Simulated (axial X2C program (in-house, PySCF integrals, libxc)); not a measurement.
# SbSe⁺: properties at the nuclei

Calculated with an axial X2C code built on PySCF integrals: two-component X2C with atomic mean-field Coulomb and Gaunt terms, Gaussian nuclei, basis Sb dyall-cv3z, Se dyall-cv3z with contracted cores.

R = 2.261 Å (near the PBE0 minimum at charge 1 of the determinant lowest at the starting distance; the state shown can have its own minimum elsewhere).

Determinant lowest in the PBE0 search, Ω = 0 (closed shell), highest spinor 64% Se p, 30% Sb p, 4% Sb d:

```json
{"level": "PBE0", "qzz Sb (a.u.)": "-6.84", "qzz Se (a.u.)": "-0.90"}
{"level": "HF", "qzz Sb (a.u.)": "-8.74", "qzz Se (a.u.)": "-0.64"}
{"level": "B3LYP", "qzz Sb (a.u.)": "-6.57", "qzz Se (a.u.)": "-0.99"}
{"level": "PBE", "qzz Sb (a.u.)": "-6.18", "qzz Se (a.u.)": "-1.00"}
{"level": "BP86", "qzz Sb (a.u.)": "-6.12", "qzz Se (a.u.)": "-1.03"}
```

Determinant 2.04 eV from it at PBE0 and this distance, Ω = 1 (⟨Sz⟩ = 0.99, ⟨Lz⟩ = 0.01 at PBE0), spin on the atoms Sb 0.48, Se 0.52:

| level | Eeff magnitude (GV/cm) | Ws magnitude Sb (kHz) | Ws magnitude Se (kHz) | A∥/gI Sb (MHz) | qzz Sb (a.u.) | A∥/gI Se (MHz) | qzz Se (a.u.) |
| --- | --- | --- | --- | --- | --- | --- | --- |
| PBE0 | 1.22 | 0.538 | 0.125 | -1320 | -3.84 | 170 | -1.66 |
| HF | 1.23 | 0.284 | 0.305 | -1300 | -5.04 | 303 | -1.21 |
| B3LYP | 1.5 | 0.719 | 0.108 | -1260 | -3.67 | 186 | -1.75 |
| PBE | 1.17 | 0.562 | 0.0854 | -1290 | -3.44 | 132 | -1.86 |
| BP86 | 1.2 | 0.585 | 0.0866 | -1290 | -3.42 | 149 | -1.86 |

Eeff is the effective electric field on the electron electric dipole moment in this Ω state and Ws the scalar–pseudoscalar constant of the nucleus named (defined with the proton number Z and per Ω); A∥ (defined per Ω) follows by multiplying with gI = μI/(I μN); qzz is the electric field gradient, eQq0 = 234.96 MHz × Q/barn × qzz. The operators were transformed with the bare-nucleus X2C matrices; with these basis sets, hyperfine constants and field gradients can be off by tens of per cent, and where levels differ in sign neither size nor sign is settled.

With Q(121Sb) = -0.543 barn (Q from Pyykkö, Mol. Phys. 2018), turn the PBE0 values of the first state into constants in MHz.

eQq0(121Sb) = 234.96 × (-0.543) × (-6.84) = 873 MHz.

Each state is one determinant with collinear spin, which with several unpaired electrons need not be a pure state. Unrestricted Hartree–Fock can overshoot spin polarisation at the nuclei. A closed determinant beside an open π² or δ² triplet, such as (π1/2)², mixes with its partner pair into the 0⁺ component of the triplet and ¹Σ⁺, so its energy is not that of a level, and 0⁺ can lie lowest. With several open shells hyperfine constants can be off by a factor of several. Open-shell Ω = 0 determinants with evenly filled partner blocks cannot be reached by this program, so the Ω shown need not be the lowest component. The search compared states at one distance, so a state with another bond length can lie lower. Further determinants of the search, some of them spin-mixed, are not shown. PBE0 term energies can be off by some tenths of an eV.
